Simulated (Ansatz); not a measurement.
SrF, multiplicity 2 (the spin of the measured ground state), most abundant isotopes (18.9984 and 87.9056 u). Constants from fifth-degree fits in 1/R to seven points on the lowest solution found; no spin–orbit coupling, no relativity up to Kr; ω_e x_e and α_e move by some per cent with the fit.

Correlated levels freeze the inner cores; with def2 sets outer-core shells near the valence are correlated too.

Programs: Ansatz (a program for electronic structure).  In def2 rows elements past Kr take small-core potentials, without spin–orbit coupling.

```csv
level,r_e (Å),ω_e (cm⁻¹),ω_e x_e (cm⁻¹),α_e (cm⁻¹)
PBE/def2-TZVPP,2.0763,492.9,2.22,0.00160
CCSD(T)/def2-QZVPP,2.0869,494.6,2.12,0.00150
```

D_e from total energies of the atoms and the molecule: 5.75 eV at PBE/def2-TZVPP; 5.38 eV at CCSD(T)/def2-QZVPP.

Derive the rotational constants, the centrifugal constant, the fundamental, the zero-point energy and the force constant, and test the Morse rule for the well depth.


μ = 15.62211 u.
- PBE/def2-TZVPP: B_e = 16.8576/(μ r_e²) = 0.25030 cm⁻¹; B₀ = B_e − α_e/2 = 0.24950 cm⁻¹; D = 4B_e³/ω_e² = 2.58e-07 cm⁻¹; fundamental ω_e − 2ω_e x_e = 488 cm⁻¹; zero-point energy ω_e/2 − ω_e x_e/4 = 246 cm⁻¹; k = μ(2πcω_e)² = 224 N/m; a Morse well would hold ω_e²/(4ω_e x_e) = 3.38 eV against the computed D_e of 5.75 eV
- CCSD(T)/def2-QZVPP: B_e = 16.8576/(μ r_e²) = 0.24778 cm⁻¹; B₀ = B_e − α_e/2 = 0.24703 cm⁻¹; D = 4B_e³/ω_e² = 2.49e-07 cm⁻¹; fundamental ω_e − 2ω_e x_e = 490 cm⁻¹; zero-point energy ω_e/2 − ω_e x_e/4 = 247 cm⁻¹; k = μ(2πcω_e)² = 225 N/m; a Morse well would hold ω_e²/(4ω_e x_e) = 3.58 eV against the computed D_e of 5.38 eV

Measured for the ground state: r_e 2.0754 Å [microwave values compiled in ACS Omega 2, 8373 (2017)].
